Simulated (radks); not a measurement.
Results of a calculation; reference values are marked as such.
Ionisation of neutral chlorine, [Ne] 3s2 3p5, to Cl+, [Ne] 3s2 3p4, under several functionals. Scalar-relativistic Kohn-Sham, spin-polarised, spherical densities, finite nucleus; open shells are filled with parallel spins first; a radial shooting solver on a logarithmic mesh with Libxc functionals.

functional                                      E(Cl) (hartree)  Exc (hartree)  IE (eV)  -e(HOMO) (eV)  <r> HOMO (bohr)  IE error (eV)
PBE                                                  -461.44085      -28.08165   13.047          8.119            1.859         +0.080
MS2 meta-GGA                                         -461.61982      -28.27919   13.055          8.211            1.853         +0.087
RPBE                                                 -461.58684      -28.23331   13.010          8.088            1.862         +0.042
B86b exchange with PBE correlation                   -461.61118      -28.25757   13.073          8.140            1.858         +0.105
LDA (Slater exchange, Perdew-Wang correlation)       -460.12386      -26.72233   13.236          8.276            1.861         +0.269
exchange-only LDA                                    -458.80080      -25.36234   11.696          6.902            1.887         -1.271
LDA (Slater exchange, VWN5 correlation)              -460.12982      -26.72862   13.234          8.275            1.861         +0.266

NIST Atomic Spectra Database: 12.968 eV (measured). Closest: RPBE. The Delta-SCF values span 1.54 eV, the total energies 2.82 hartree. The highest occupied level is 3p. Open shells are spherical and high-spin; term and fine-structure splittings are not resolved.
